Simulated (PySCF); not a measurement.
## C₆ coefficients of unlike pairs at UHF

Calculated with PySCF 2.14 from the dipole response of each species, C₆(A,B) = (3/π) ∫ α_A(iu) α_B(iu) du, in atomic units, from isotropic polarisabilities. For ions this is the dispersion term alone; charge-induced terms of lower order in 1/R come first.

```csv
species,configuration,basis,relativity,α (bohr³),C₆ (like pair)
Zr,[Kr] 4d2 5s2 (3F),aug-cc-pwCVTZ-PP with ECP28MDF (8s8p7d4f3g),core potential,194.9,2523
C³⁺,[He] 2s1 (2S),dyall-av3z (15s9p3d2f),spin-free X2C,3.479,2.885
K⁺,[Ar] (1S),aug-cc-pwCVTZ-X2C (9s8p6d3f),spin-free X2C,5.399,22.90
Os⁺,[Xe] 4f14 5d6 6s1 (6D),def2-TZVPPD with the def2 core potential (60 electrons) (6s5p3d2f1g),core potential,29.93,236.5
```

(1) Estimate C₆ for Os⁺ with C³⁺.

No spin-orbit coupling is included.

The other pairs:

```json
{"pair": "Os⁺, K⁺", "C₆": "68.35"}
{"pair": "K⁺, Zr", "C₆": "162.1"}
{"pair": "K⁺, C³⁺", "C₆": "7.055"}
{"pair": "C³⁺, Zr", "C₆": "78.04"}
{"pair": "Os⁺, Zr", "C₆": "682.1"}
```

Results:

(1) The integral gives 25.82. The combination rule 2 C_A C_B / (C_A α_B/α_A + C_B α_A/α_B) gives 26.09 and the geometric mean 26.12.
